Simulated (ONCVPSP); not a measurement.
**What one change does to a pseudopotential (Nb, ONCV)**

ONCVPSP 4.0.1 input, shortened (lines: element, Z, core and valence counts, functional; n l f; lmax; l rc ep ncon nbas qcut; lloc lpopt rc5 dvloc0; l nproj debl; icmod fcfact rcfact), PBE, scalar-relativistic:

```
  Nb 41.00    6    5        4      upf
    1    0    2.00
    2    0    2.00
    2    1    6.00
    3    0    2.00
    3    1    6.00
    3    2   10.00
    4    0    2.00
    4    1    6.00
    4    2    4.00
    5    0    0.50
    5    1    0.50
    2
    0    1.95    0.00    5    8    6.90
    1    2.00    0.00    3    7    6.40
    2    1.65    0.00    4    8    5.60
    2    5    1.65    0.00
    0    2    1.80
    1    2    1.20
    2    0    1.00
    3    5.00    1.10
```

Change: all radii but the core radius scaled by about 0.95 (s 1.84, p 1.90, d 1.56 bohr).

Cutoffs: the cutoffs (Ha) at which the residual kinetic energy of the hardest occupied pseudo-wave falls to 1 and 0.1 mHa per electron; they do not see the model core or the augmentation charge, which bear on the density cutoff. Errors are all-electron minus pseudo energies relative to the spin-unpolarised reference configuration.

Task: What does the change do?

Result: The potential gets harder (18 Ha and 64 Ha → 19 Ha and 75 Ha); of the 4 tests that both files solve, the error grows in 0 and shrinks in 1 by more than 15 % and 0.3 meV (median size 1.1 → 0.9 meV); neither file shows a bound ghost. A smaller radius makes the pseudo-wave follow the all-electron one further in, where it bends more sharply, so more plane waves are needed.

```tsv
quantity	base	changed
cutoff, loose	18 Ha	19 Ha
cutoff, tight	64 Ha	75 Ha
loose cutoff by channel	s 18 Ha, p 11 Ha, d 16 Ha	s 19 Ha, p 11 Ha, d 17 Ha
bound ghosts	none	none
GHOST(+) flags under 300 eV	none	none
error for 4s2 4p6 4d4 5s1 5p0, meV [ΔE -1.45 eV]	+0.2	+0.2
error for 4s2 4p6 4d4 5s0 5p0, meV [ΔE 5.18 eV]	-1.4	-1.4
error for 4s2 4p6 4d3 5s0 5p0, meV [ΔE 19.22 eV]	-0.9	-0.4
error for 4s2 4p6 4d5 5s0 5p0, meV [ΔE -0.18 eV]	-2.9	-2.7
rms error of d²Exc/dni dnj with the model core, mHa	0.41	0.51
```
